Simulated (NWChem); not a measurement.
System: C3H2N3, doublet; SMILES [c]1ncncn1

Here is an NWChem input.

```
start job
memory heap 200 mb stack 900 mb global 1100 mb
geometry units angstroms noautosym nocenter noautoz
  C      0.000000     0.000000     1.314372
  N      1.172969     0.093163     0.754202
  C      1.120041     0.088924    -0.582424
  N      0.000000     0.000000    -1.289013
  C     -1.120041    -0.088924    -0.582424
  N     -1.172969    -0.093163     0.754202
  H      2.067690     0.164173    -1.129362
  H     -2.067690    -0.164173    -1.129362
end
basis spherical
  C library 6-31g*
  N library 6-31g*
  H library 6-31g*
end
dft
  odft
  mult 2
  xc pbe0
  iterations 150
end
cosmo
  dielec 2.4
end
task dft energy
```

In the optimisation the excess spin sits in a (C2, its own frame). Structure relaxed at the PBE0/def2-SVP, spin-unrestricted level. No stability test was run on the SCF state.

Level: PBE0/6-31G* with COSMO at NWChem's default radii, gas-phase geometry; the question gives the dielectric constant. Reactions with the solvent are ignored.

Task: What results follow from this input? (PBE0/6-31G* (spherical d), spin-unrestricted, COSMO on the gas-phase geometry.) Quantities: electrostatic solvation energy (kcal/mol); dipole in solution (D).

Result: 
```json
{
  "electrostatic solvation energy (kcal/mol)": "-3.1",
  "dipole in solution (D)": "1.61"
}
```
